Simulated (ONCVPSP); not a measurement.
**Building the ONCV potential for iridium (PBE, scalar-relativistic).**

ONCVPSP 4.0.1 was run on this input:

```
# ATOM AND REFERENCE CONFIGURATION
# atsym  z   nc   nv     iexc    psfile
  Ir 77.00   10    5        4      upf
#
#   n    l    f
    1    0    2.00
    2    0    2.00
    2    1    6.00
    3    0    2.00
    3    1    6.00
    3    2   10.00
    4    0    2.00
    4    1    6.00
    4    2   10.00
    4    3   14.00
    5    0    2.00
    5    1    6.00
    5    2    7.00
    6    0    1.00
    6    1    1.00
#
# PSEUDOPOTENTIAL AND OPTIMIZATION
# lmax
    2
#
#   l,   rc,      ep,       ncon, nbas, qcut
    0    1.70    0.00    4    8    5.60
    1    1.70    0.00    4    9    8.30
    2    2.25    0.00    3    8    6.10
#
# LOCAL POTENTIAL
# lloc, lpopt,  rc(5),   dvloc0
    4    5    1.45    4.00
#
# VANDERBILT-KLEINMAN-BYLANDER PROJECTORs
# l, nproj, debl
    0    3    2.30
    1    3    3.60
    2    2    2.90
#
# MODEL CORE CHARGE
# icmod, fcfact, rcfact
    3    2.25    1.45
#
# LOG DERIVATIVE ANALYSIS
# epsh1, epsh2, depsh
   -5.00    5.00    0.04
#
# OUTPUT GRID
# rlmax, drl
    6.00    0.01
#
# TEST CONFIGURATIONS
# ncnf
    4
# nvcnf
#   n    l    f
    5
    5    0    2.00
    5    1    6.00
    5    2    7.00
    6    0    2.00
    6    1    0.00
#
    5
    5    0    2.00
    5    1    6.00
    5    2    7.00
    6    0    1.00
    6    1    0.00
#
    5
    5    0    2.00
    5    1    6.00
    5    2    7.00
    6    0    0.00
    6    1    0.00
#
    5
    5    0    2.00
    5    1    6.00
    5    2    6.00
    6    0    2.00
    6    1    0.00
#
```

Command:

```bash
oncvpsp.x < Ir.dat > Ir.out
```

Resulting log (shortened: citation, most of the input echo, consistency checks and plot data are left out):

```
ONCVPSP  (Optimized Norm-Conservinng Vanderbilt PSeudopotential)
scalar-relativistic version 4.0.1

#   n    l    f        energy (Ha)
    1    0    2.00    -2.7981184E+03
    2    0    2.00    -4.8953495E+02
    2    1    6.00    -4.2523071E+02
    3    0    2.00    -1.1455234E+02
    3    1    6.00    -9.5753090E+01
    3    2   10.00    -7.5079695E+01
    4    0    2.00    -2.4493040E+01
    4    1    6.00    -1.8328791E+01
    4    2   10.00    -1.0763183E+01
    4    3   14.00    -2.3551174E+00
    5    0    2.00    -3.6711067E+00
    5    1    6.00    -2.0807687E+00
    5    2    7.00    -3.2833728E-01
    6    0    1.00    -2.8051405E-01
    6    1    1.00    -7.7597621E-02

Reference configufation results
  iterations    30
  all-electron total energy (Ha)   -1.78273542D+04

Begin loop to  construct optimized pseudo wave functions
and semi-local pseudopoentials for all angular momenta

   Wellstate for l =  0  n =  8
     eigenvalue =   2.0195
     asymptotic potential =   2.5195
     half-point radius =  4.2175

Calculating optimized projector #   1

 for l=   0

    Fraction of norm inside rc  0.974492
    Optimizing pswf for qcut=   5.60 a_B^-1,  ecut=  15.68 Ha
    Residual kinetic energy error=  2.52D-04 Ha

    Energy error per electron        Cutoff
         Ha          eV             Ha
         0.01000     0.27211        5.78
         0.00100     0.02721       12.66
         0.00010     0.00272       35.02
         0.00001     0.00027       62.95

Calculating optimized projector #   2

 for l=   0

    Fraction of norm inside rc  0.097759
    Optimizing pswf for qcut=   5.60 a_B^-1,  ecut=  15.68 Ha
    Residual kinetic energy error=  4.90D-04 Ha

    Energy error per electron        Cutoff
         Ha          eV             Ha
         0.01000     0.27211        5.44
         0.00100     0.02721       13.87
         0.00010     0.00272       39.45
         0.00001     0.00027       77.40

Calculating optimized projector #   3

 for l=   0

    Fraction of norm inside rc  0.085267
    Optimizing pswf for qcut=   5.60 a_B^-1,  ecut=  15.68 Ha
    Residual kinetic energy error=  1.48D-03 Ha

    Energy error per electron        Cutoff
         Ha          eV             Ha
         0.01000     0.27211        7.72
         0.00100     0.02721       16.57
         0.00010     0.00272       32.59
         0.00001     0.00027       72.11

   Wellstate for l =  1  n =  8
     eigenvalue =   3.5224
     asymptotic potential =   4.0224
     half-point radius =  3.5370

Calculating optimized projector #   1

 for l=   1

    Fraction of norm inside rc  0.917459
    Optimizing pswf for qcut=   8.30 a_B^-1,  ecut=  34.45 Ha
    Residual kinetic energy error=  5.20D-07 Ha

    Energy error per electron        Cutoff
         Ha          eV             Ha
         0.01000     0.27211       10.42
         0.00100     0.02721       18.96
         0.00010     0.00272       25.73
         0.00001     0.00027       29.88

Calculating optimized projector #   2

 for l=   1

    Fraction of norm inside rc  0.026118
    Optimizing pswf for qcut=   8.30 a_B^-1,  ecut=  34.45 Ha
    Residual kinetic energy error=  2.76D-07 Ha

    Energy error per electron        Cutoff
         Ha          eV             Ha
         0.01000     0.27211        7.26
         0.00100     0.02721       10.69
         0.00010     0.00272       21.99
         0.00001     0.00027       28.29

Calculating optimized projector #   3

 for l=   1

    Fraction of norm inside rc  0.095809
    Optimizing pswf for qcut=   8.30 a_B^-1,  ecut=  34.45 Ha
    Residual kinetic energy error=  1.38D-05 Ha

    Energy error per electron        Cutoff
         Ha          eV             Ha
         0.01000     0.27211       10.99
         0.00100     0.02721       24.46
         0.00010     0.00272       30.45
         0.00001     0.00027       35.45

   Wellstate for l =  2  n =  7
     eigenvalue =   2.5717
     asymptotic potential =   3.0717
     half-point radius =  3.5086

Calculating optimized projector #   1

 for l=   2

    Fraction of norm inside rc  0.814761
    Optimizing pswf for qcut=   6.10 a_B^-1,  ecut=  18.60 Ha
    Residual kinetic energy error=  5.02D-06 Ha

    Energy error per electron        Cutoff
         Ha          eV             Ha
         0.01000     0.27211       11.33
         0.00100     0.02721       14.02
         0.00010     0.00272       16.11
         0.00001     0.00027       17.93

Calculating optimized projector #   2

 for l=   2

    Fraction of norm inside rc  0.257116
    Optimizing pswf for qcut=   6.10 a_B^-1,  ecut=  18.60 Ha
    Residual kinetic energy error=  9.90D-05 Ha

    Energy error per electron        Cutoff
         Ha          eV             Ha
         0.01000     0.27211       13.52
         0.00100     0.02721       16.32
         0.00010     0.00272       19.44
         0.00001     0.00027       42.60

Construct Vanderbilt / Kleinmman-Bylander projectors

B matrix Hermiticity error, ll=   0
   1   2    5.6713E-04
   1   3    8.3502E-04
   2   3   -1.3246E-04

  Orthonormal projector coefficients  8.1207E+00  2.0862E+00 -5.4765E-01

B matrix Hermiticity error, ll=   1
   1   2    1.7838E-04
   1   3    7.8069E-04
   2   3   -1.3238E-04

  Orthonormal projector coefficients  5.3028E+00 -7.8092E-01  4.2536E-01

B matrix Hermiticity error, ll=   2
   1   2   -3.2216E-04

  Orthonormal projector coefficients -8.5816E-01 -3.0390E-01

Model core correction analysis
  based on d2Exc/dn_idn_j

d2excae - all-electron derivatives

   -2.965480D-02   -2.562333D-02   -1.263385D-02   -1.759861D-03
   -7.854502D-04
   -2.562337D-02   -2.527862D-02   -1.602141D-02   -2.626813D-03
   -8.256263D-04
   -1.263389D-02   -1.602143D-02   -1.832947D-02   -1.110317D-02
   -4.559347D-03
   -1.759766D-03   -2.626496D-03   -1.110208D-02   -2.468407D-02
   -1.805040D-02
   -7.854483D-04   -8.255231D-04   -4.557531D-03   -1.804794D-02
   -2.550090D-02

d2excps - pseudofunction derivatives with no core correction

   -5.550282D-02   -3.492475D-02   -1.340762D-02   -4.313706D-03
   -1.303580D-03
   -3.492530D-02   -3.198670D-02   -1.743102D-02   -3.363431D-03
   -1.163106D-03
   -1.340761D-02   -1.743112D-02   -1.957804D-02   -1.126782D-02
   -4.614709D-03
   -4.316050D-03   -3.363165D-03   -1.126674D-02   -2.492246D-02
   -1.809020D-02
   -1.303655D-03   -1.163028D-03   -4.612889D-03   -1.808774D-02
   -2.552012D-02

rms 2nd derivative error    6.026337E-03

rmatch, rhocmatch    0.8572   14.1140

Teter function model core charge with specified parameters

d2excps - pseudofunction derivatives with core correction

   -3.518911D-02   -2.614555D-02   -1.143013D-02   -2.595185D-03
   -9.022038D-04
   -2.614565D-02   -2.606762D-02   -1.584501D-02   -2.817988D-03
   -9.135090D-04
   -1.143011D-02   -1.584498D-02   -1.910027D-02   -1.118251D-02
   -4.554101D-03
   -2.595141D-03   -2.817677D-03   -1.118143D-02   -2.474589D-02
   -1.805903D-02
   -9.022085D-04   -9.134093D-04   -4.552281D-03   -1.805656D-02
   -2.550769D-02

rms 2nd derivative error    1.214562E-03

Pseudoatom total energy -105.647951

Diagnostic tests using Vanderbilt-Kleinman-Bylander pseudopotentials
  1 or more projectors used as specified by nproj input data

   l    rcore       rmatch      e in        delta e   norm test  slope test

   0   1.7055602   1.7573447  -3.6711067   0.0000040   1.0002803   1.0002593
   0   1.7055602   1.7573447  -0.2805141   0.0000040   1.0000442   1.0000350
   0   1.7055602   1.7573447   2.0194859   0.0000431   1.0003195   1.0003195

   1   1.7055602   1.7573447  -2.0807687   0.0000000   1.0002030   1.0002069
   1   1.7055602   1.7573447  -0.0775976   0.0000033   1.0000580   1.0000483
   1   1.7055602   1.7573447   3.5224024   0.0001071   1.0003865   1.0003865

   2   2.2592909   2.3278879  -0.3283373  -0.0000214   1.0000795   1.0000487
   2   2.2592909   2.3278879   2.5716627  -0.0000268   1.0001349   1.0001349

 Testing for bound ghosts
   n   l    E NL Schr. Eq   E Basis Diag.   E Cutoff

   1   0       -3.671103       -3.671102    120.89
   2   0       -0.280510       -0.251052    120.89

   2   1       -2.080769       -2.080767    172.48
   3   1       -0.077594        0.034339    172.48

   3   2       -0.328359       -0.328154     67.63

 Testing for highly-localized positive-energy ghosts
       l    <radius>/rc     E Basis Diag.   E Cutoff

Test configuration 0

   n   l     f        eae           eps        diff
   1   0  2.0000-2798.11844916
   2   0  2.0000 -489.53495292
   2   1  6.0000 -425.23071410
   3   0  2.0000 -114.55234372
   3   1  6.0000  -95.75309037
   3   2 10.0000  -75.07969452
   4   0  2.0000  -24.49303983
   4   1  6.0000  -18.32879143
   4   2 10.0000  -10.76318259
   4   3 14.0000   -2.35511737
   5   0  2.0000   -3.67110672   -3.67110276    3.97D-06
   5   1  6.0000   -2.08076871   -2.08076871    0.00D+00
   5   2  7.0000   -0.32833728   -0.32835872   -2.14D-05
   6   0  1.0000   -0.28051405   -0.28051007    3.98D-06
   6   1  1.0000   -0.07759762   -0.07759436    3.26D-06

    Total energies and differences
      AE_ref= -1.78273542D+04  AE_tst= -1.78273542D+04  dif=  0.00D+00
      PS_ref= -1.05647951D+02  PS_tst= -1.05647951D+02  dif=  1.39D-12
      PSP excitation error= -1.39D-12

Test configuration 1

   n   l     f        eae           eps        diff
   1   0  2.0000-2798.04809588
   2   0  2.0000 -489.46589911
   2   1  6.0000 -425.16167727
   3   0  2.0000 -114.48286607
   3   1  6.0000  -95.68361679
   3   2 10.0000  -75.01033426
   4   0  2.0000  -24.42333224
   4   1  6.0000  -18.25911217
   4   2 10.0000  -10.69358011
   4   3 14.0000   -2.28550074
   5   0  2.0000   -3.60091853   -3.59865313    2.27D-03
   5   1  6.0000   -2.01014307   -2.00955463    5.88D-04
   5   2  7.0000   -0.26266829   -0.26274807   -7.98D-05
   6   0  2.0000   -0.23267220   -0.23256193    1.10D-04

    Total energies and differences
      AE_ref= -1.78273542D+04  AE_tst= -1.78275495D+04  dif= -1.95D-01
      PS_ref= -1.05647951D+02  PS_tst= -1.05843288D+02  dif= -1.95D-01
      PSP excitation error= -1.36D-05

Test configuration 2

   n   l     f        eae           eps        diff
   1   0  2.0000-2798.35470907
   2   0  2.0000 -489.77016094
   2   1  6.0000 -425.46599407
   3   0  2.0000 -114.78754322
   3   1  6.0000  -95.98829847
   3   2 10.0000  -75.31483082
   4   0  2.0000  -24.72827796
   4   1  6.0000  -18.56402584
   4   2 10.0000  -10.99838306
   4   3 14.0000   -2.59031417
   5   0  2.0000   -3.90655020   -3.90712921   -5.79D-04
   5   1  6.0000   -2.31690693   -2.31713478   -2.28D-04
   5   2  7.0000   -0.56312981   -0.56323649   -1.07D-04
   6   0  1.0000   -0.49856597   -0.49855237    1.36D-05

    Total energies and differences
      AE_ref= -1.78273542D+04  AE_tst= -1.78271865D+04  dif=  1.68D-01
      PS_ref= -1.05647951D+02  PS_tst= -1.05480160D+02  dif=  1.68D-01
      PSP excitation error= -6.53D-05

Test configuration 3

   n   l     f        eae           eps        diff
   1   0  2.0000-2798.70196854
   2   0  2.0000 -490.11424978
   2   1  6.0000 -425.81016652
   3   0  2.0000 -115.13187023
   3   1  6.0000  -96.33263159
   3   2 10.0000  -75.65896240
   4   0  2.0000  -25.07279106
   4   1  6.0000  -18.90848291
   4   2 10.0000  -11.34267453
   4   3 14.0000   -2.93449682
   5   0  2.0000   -4.25079574   -4.25565651   -4.86D-03
   5   1  6.0000   -2.66153524   -2.66320550   -1.67D-03
   5   2  7.0000   -0.89701874   -0.89732287   -3.04D-04

    Total energies and differences
      AE_ref= -1.78273542D+04  AE_tst= -1.78265445D+04  dif=  8.10D-01
      PS_ref= -1.05647951D+02  PS_tst= -1.04837804D+02  dif=  8.10D-01
      PSP excitation error= -4.50D-04

Test configuration 4

   n   l     f        eae           eps        diff
   1   0  2.0000-2798.47399276
   2   0  2.0000 -489.89460993
   2   1  6.0000 -425.59033501
   3   0  2.0000 -114.91014432
   3   1  6.0000  -96.11088885
   3   2 10.0000  -75.43797151
   4   0  2.0000  -24.84990498
   4   1  6.0000  -18.68569959
   4   2 10.0000  -11.12026206
   4   3 14.0000   -2.71174177
   5   0  2.0000   -4.02234575   -4.01715694    5.19D-03
   5   1  6.0000   -2.42480068   -2.42322832    1.57D-03
   5   2  6.0000   -0.64381358   -0.64318295    6.31D-04
   6   0  2.0000   -0.53817849   -0.53795589    2.23D-04

    Total energies and differences
      AE_ref= -1.78273542D+04  AE_tst= -1.78271016D+04  dif=  2.53D-01
      PS_ref= -1.05647951D+02  PS_tst= -1.05395493D+02  dif=  2.52D-01
      PSP excitation error=  1.76D-04
```

The run took about 5.7 s on one core of a shared server CPU.
